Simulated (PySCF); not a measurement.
# Atomic charges by several schemes

Compound: C3H11NO2Si3.
Structure used (GFN2-xTB), in Å, numbered top down from 1:
```xyz
20
C3H11NO2Si3 angstrom
O     -4.4003   -0.2772   -0.3746
C     -3.3395    0.2729   -0.2839
C     -2.0105   -0.3326   -0.5975
C     -1.3900   -0.8651    0.7073
Si    -0.1458    0.5502    0.4143
N      1.5011    0.1920    0.0806
Si     1.8943   -0.4602   -1.5049
Si     2.6894    0.6472    1.2759
O     -1.0632    0.6638   -0.9594
H     -3.2406    1.3044    0.1074
H     -2.0907   -1.0739   -1.3949
H     -1.0448   -1.8895    0.6150
H     -2.0572   -0.7929    1.5612
H     -0.3178    1.7091    1.2844
H      1.0270   -1.6105   -1.7692
H      1.7316    0.5828   -2.5161
H      3.2883   -0.8905   -1.4103
H      3.8976   -0.1220    0.9997
H      2.9352    2.0873    1.1769
H      2.1306    0.3154    2.5852
```

Density: PBE0/pcSseg-1 (PySCF); schemes: Mulliken, IAO, Hirshfeld and ESP-fitted. Isolated species at its GFN2-xTB geometry (one conformer only).

Which atoms carry the highest charge in the Mulliken, IAO, Hirshfeld and ESP-fitted schemes?

All schemes agree: Mulliken Si5 (+1.050); IAO Si5 (+1.219); Hirshfeld Si5 (+0.446); ESP-fitted Si5 (+0.855).

For which atoms does the sign change between the 4 schemes (beyond +0.03 e in one, beyond −0.03 e in another)?

For none.

What partial charge does each atom carry?

In e:

| atom | environment | Mulliken | IAO | Hirshfeld | ESP-fitted |
| --- | --- | --- | --- | --- | --- |
| O1 | aldehyde oxygen | -0.345 | -0.381 | -0.224 | -0.444 |
| C2 | aldehyde carbon | +0.287 | +0.263 | +0.130 | +0.363 |
| C3 | sp3 carbon bound to oxygen | +0.003 | +0.041 | +0.032 | +0.400 |
| C4 | sp3 carbon bound to silicon | -0.513 | -0.592 | -0.171 | -0.802 |
| Si5 | oxygen-bound silicon | +1.050 | +1.219 | +0.446 | +0.855 |
| N6 | nitrogen bridging silicon atoms | -1.085 | -1.038 | -0.344 | -0.507 |
| Si7 | SiH3 silicon | +0.655 | +0.746 | +0.355 | +0.440 |
| Si8 | SiH3 silicon | +0.631 | +0.748 | +0.356 | +0.463 |
| O9 | silyl ether oxygen | -0.599 | -0.668 | -0.241 | -0.590 |
| H10 | formyl hydrogen | +0.078 | +0.095 | +0.038 | +0.022 |
| H11 | methine hydrogen | +0.143 | +0.159 | +0.050 | +0.045 |
| H12 | methylene hydrogen | +0.159 | +0.166 | +0.049 | +0.217 |
| H13 | methylene hydrogen | +0.149 | +0.157 | +0.043 | +0.220 |
| H14 | Si–H hydrogen | -0.078 | -0.147 | -0.074 | -0.140 |
| H15 | Si–H hydrogen | -0.102 | -0.130 | -0.074 | -0.082 |
| H16 | Si–H hydrogen | -0.070 | -0.127 | -0.074 | -0.072 |
| H17 | Si–H hydrogen | -0.106 | -0.125 | -0.075 | -0.096 |
| H18 | Si–H hydrogen | -0.087 | -0.116 | -0.069 | -0.079 |
| H19 | Si–H hydrogen | -0.076 | -0.137 | -0.079 | -0.102 |
| H20 | Si–H hydrogen | -0.094 | -0.131 | -0.076 | -0.111 |

Mean size of the charges over all atoms: IAO 0.359 e, Mulliken 0.316 e, ESP-fitted 0.302 e, Hirshfeld 0.150 e. Each set sums to the total charge, 0, to within 0.001 e. The ESP scheme fits charges at the nuclei, held to the total charge, to the electrostatic potential on points at 1.4 to 2.0 times the van der Waals radii. The IAO scheme counts the electrons in orthogonalised intrinsic atomic orbitals, a minimal basis polarised so that it spans the occupied orbitals exactly.

How closely do the schemes follow one another over all atoms?

Correlation coefficient and root-mean-square difference: Mulliken with IAO 1.00, 0.064 e; IAO with Hirshfeld 0.98, 0.304 e; Mulliken with Hirshfeld 0.97, 0.265 e; IAO with ESP-fitted 0.92, 0.202 e; Mulliken with ESP-fitted 0.91, 0.191 e; Hirshfeld with ESP-fitted 0.91, 0.228 e.

Sum the charges by element, for elements with more than one atom.

| element | atoms | Mulliken | IAO | Hirshfeld | ESP-fitted |
| --- | --- | --- | --- | --- | --- |
| O | 2 | -0.944 | -1.049 | -0.465 | -1.034 |
| C | 3 | -0.223 | -0.289 | -0.009 | -0.040 |
| Si | 3 | +2.336 | +2.712 | +1.157 | +1.758 |
| H | 11 | -0.084 | -0.337 | -0.339 | -0.177 |
